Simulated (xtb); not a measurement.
CH7GeNOSi, SMILES [OH][Ge@@H]1[NH]C[SiH2]1. All values are semi-empirical tight-binding results from xtb (GFN2-xTB unless named), good for trends rather than for accurate numbers. Geometry optimised at GFN2-xTB. The structure was generated by enumeration; whether it is a known compound was not checked. The values are those of a single conformer.

Optimised geometry:

Bond lengths (Å): O1–Ge2 1.790, O1–H6 0.953, Ge2–N3 1.822, Ge2–Si5 2.368, Ge2–H7 1.548, N3–C4 1.461, N3–H8 1.007, C4–Si5 1.918, C4–H9 1.097, C4–H10 1.097, Si5–H11 1.466, Si5–H12 1.464. Angles (°): Ge2–O1–H6 117.6, O1–Ge2–N3 108.5, O1–Ge2–Si5 116.8, O1–Ge2–H7 103.1, N3–Ge2–Si5 75.3, N3–Ge2–H7 107.9, Si5–Ge2–H7 136.9, Ge2–N3–C4 108.4, Ge2–N3–H8 133.8, C4–N3–H8 115.7, N3–C4–Si5 99.5, N3–C4–H9 112.5, N3–C4–H10 111.3, Si5–C4–H9 112.2, Si5–C4–H10 114.4, H9–C4–H10 106.9, Ge2–Si5–C4 76.3, Ge2–Si5–H11 118.4, Ge2–Si5–H12 117.8, C4–Si5–H11 114.7, C4–Si5–H12 114.6, H11–Si5–H12 111.0.

For metal compounds this method's bond lengths and energies can be far off.

The orbital gap is 3.01 eV and the zero-point energy comes out as 47.8 kcal/mol. The G − E(el) at 298.15 K (modified RRHO) comes out as 27.2 kcal/mol.

Computed atomic charges and the Wiberg bond orders between heavy atoms:
charges (e) O1 -0.49, Ge2 0.22, N3 -0.35, C4 -0.07, Si5 0.45, H6 0.29, H7 -0.04, H8 0.13, H9 0.01, H10 0.01, H11 -0.07, H12 -0.08. Bond orders O1–Ge2 1.12, Ge2–N3 1.08, N3–C4 1.03, Ge2–Si5 0.64, C4–Si5 0.90.
